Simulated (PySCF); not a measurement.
borohydride (BH₄), SMILES [BH4-], charge -1. Atoms are numbered in the order given.

```xyz
5

B      0.0000     0.0000     0.0000
H      0.7170    -0.7170    -0.7170
H     -0.7170    -0.7170     0.7170
H     -0.7170     0.7170    -0.7170
H      0.7170     0.7170     0.7170
```
Charge -1, spin multiplicity 1.

Geometry optimised at ωB97X-D3(BJ)/def2-TZVPD.

Level of theory: PySCF with B3LYP/pcJ-1.

Isotropic couplings with Fermi-contact, spin-dipole and both spin-orbit terms, one fixed conformer, no vibrational averaging. Isotopes: 11B, 1H.

```
pair   bonds apart      J (Hz)
-----  -----------  ----------
B1–H2            1        88.9
B1–H3            1        88.9
B1–H4            1        88.9
B1–H5            1        88.9
H2–H3            2  (withheld)
H2–H4            2  (withheld)
H2–H5            2  (withheld)
H3–H4            2  (withheld)
H3–H5            2  (withheld)
H4–H5            2  (withheld)
```

Fill in the missing entries. (An estimate is asked for; the answer gives what the named calculation found.)


- H2–H3, J (Hz): -10.6
- H2–H4, J (Hz): -10.6
- H2–H5, J (Hz): -10.6
- H3–H4, J (Hz): -10.6
- H3–H5, J (Hz): -10.6
- H4–H5, J (Hz): -10.6
